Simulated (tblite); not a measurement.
Species: C₆H₁₁P.
Atom-mapped SMILES: `[CH3:1]/[CH:2]=[CH:3]/[PH:4][CH:5]1[CH2:6][CH2:7]1` (hydrogens: H8, H9, H10 on C1; H11 on C2; H12 on C3; H13 on P4; H14 on C5; H15, H16 on C6; H17, H18 on C7)

Geometry (GFN2-xTB, Å), atoms numbered from 1 in this order:
```xyz
18
C6H11P angstrom
C      3.3338    0.4837   -0.6165
C      2.1576   -0.3965   -0.3610
C      1.1052   -0.0554    0.3707
P     -0.3026   -1.1339    0.7519
C     -1.6065   -0.1276   -0.0742
C     -2.4206    0.8104    0.7721
C     -3.0460   -0.4306    0.2282
H      3.2149    1.4486   -0.1300
H      4.2418    0.0103   -0.2433
H      3.4613    0.6392   -1.6877
H      2.2007   -1.3779   -0.8183
H      1.0636    0.9146    0.8549
H     -0.1077   -2.0117   -0.3242
H     -1.3622    0.1976   -1.0808
H     -2.2141    0.8480    1.8321
H     -2.7050    1.7630    0.3502
H     -3.2599   -1.2332    0.9186
H     -3.7632   -0.3423   -0.5745
```

Computed values, GFN2-xTB/tblite, gas phase, harmonic and unscaled. Errors from tens to a few hundred cm⁻¹ against measured bands are possible. Modes of hydrogen on phosphorus can be 10 to 20 % off. One conformer, not necessarily the lowest.

Harmonic wavenumbers (cm⁻¹): 40.2, 49.2, 105.6, 164.2, 220.2, 232.0, 271.3, 319.4, 416.6, 651.6, 694.9, 753.3, 796.4, 812.6, 857.9, 876.6, 967.1, 983.9, 993.0, 994.8, 1030.7, 1037.8, 1068.8, 1069.3, 1087.6, 1107.3, 1151.3, 1211.1, 1222.6, 1283.0, 1326.6, 1398.3, 1434.7, 1474.3, 1479.2, 1480.7, 1680.4, 2236.8, 2996.1, 2996.5, 3011.1, 3017.1, 3035.7, 3048.1, 3076.4, 3080.3, 3080.5, 3097.6.

A = 5833, B = 938.6, C = 872.3 MHz; mass 114.060 u (most abundant isotopes); point group C1, symmetry number 1.

Q: What is the zero-point energy?

A: ½Σν̃ = 32710 cm⁻¹ = 93.52 kcal/mol.

Q: What is S at 500 K and 1 bar for an ideal gas of classical rigid rotors and harmonic oscillators?

A: Translation 42.70, rotation 30.14, vibration 44.14: S = 117.0 cal/(mol K).

Q: And Cp and H(500 K) − H(0)?

A: Cp = 51.75 cal/(mol K), of which vibrations give 43.80 (their classical limit is 48 R = 95.4); H(500 K) − H(0) = 15.03 kcal/mol without the zero-point energy, 11.05 from vibrations.

Q: What must be added to the electronic energy to get the Gibbs energy at 500 K and 1 bar?

A: ZPE + [H(500 K) − H(0)] − T·S = 93.52 + 15.03 − 58.49 = 50.06 kcal/mol.

Q: Blend soft modes into free rotors: weight 1/[1 + (100 cm⁻¹/ν̃)⁴] for the oscillator and the rest for a rotor with moment μB/(μ + B), μ = h/(8π²ν), B = 10⁻⁴⁴ kg m². What vibrational entropy results?

A: 39.92 cal/(mol K) in place of 44.14, which changes −T·S at 500 K by +2.11 kcal/mol.

Q: Which modes carry the vibrational entropy at 500 K?

A: 40.2 cm⁻¹: 6.27; 49.2 cm⁻¹: 5.87; 105.6 cm⁻¹: 4.36; 164.2 cm⁻¹: 3.50; 220.2 cm⁻¹: 2.93; 232.0 cm⁻¹: 2.83 cal/(mol K); the other 42 give 18.38 together.

Q: How do the functions run with temperature in this model?

A: 
| T (K) | S (cal/(mol K)) | Cp (cal/(mol K)) | H − H(0) (kcal/mol) | G − H(0) (kcal/mol) | ln q(vib) |
| --- | --- | --- | --- | --- | --- |
| 150 | 76.8 | 21.4 | 2.27 | -9.25 | 3.19 |
| 250 | 89.5 | 29.3 | 4.79 | -17.59 | 5.52 |
| 298.15 | 95.1 | 33.9 | 6.31 | -22.03 | 6.60 |
| 400 | 106.4 | 43.5 | 10.25 | -32.29 | 8.86 |
| 600 | 127.0 | 58.6 | 20.56 | -55.67 | 13.31 |
| 900 | 153.8 | 73.0 | 40.48 | -97.92 | 19.74 |

q(vib) and H(0) count from the zero-point level.

Hindered rotation and anharmonicity are outside this model. Other conformers, if any are populated, would add a mixing term that is left out. The structure is chiral; the term R ln 2 for an equal mix with its mirror image is left out.
